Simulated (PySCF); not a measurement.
# He⁺: excitation energy

He⁺ 1s1 (2S) → He⁺ 2p1 (2P), as a difference of total energies. Calculation: PySCF 2.14, in aug-cc-pVDZ (3s2p, 9 functions); no relativity, point nucleus. The calculations carry no spin-orbit coupling.

```json
{"method": "UHF", "excitation energy (eV)": "41.689", "error (eV)": "+0.875"}
{"method": "LDA", "excitation energy (eV)": "39.921", "error (eV)": "-0.893"}
{"method": "PBE", "excitation energy (eV)": "40.718", "error (eV)": "-0.096"}
{"method": "PBE0", "excitation energy (eV)": "40.952", "error (eV)": "+0.138"}
{"method": "r2SCAN", "excitation energy (eV)": "41.084", "error (eV)": "+0.270"}
{"method": "wB97X-V", "excitation energy (eV)": "41.039", "error (eV)": "+0.225"}
{"method": "B97-3", "excitation energy (eV)": "40.858", "error (eV)": "+0.044"}
{"method": "PBEsol", "excitation energy (eV)": "40.319", "error (eV)": "-0.495"}
{"method": "M06-L", "excitation energy (eV)": "40.682", "error (eV)": "-0.132"}
{"method": "ROHF", "excitation energy (eV)": "41.689", "error (eV)": "+0.875"}
```

Reference: 40.814 eV (measured; NIST levels, between the centres of gravity of the two terms).

The promoted electron is Rydberg-like, and one or two diffuse shells describe it only roughly, which tends to raise the upper state.
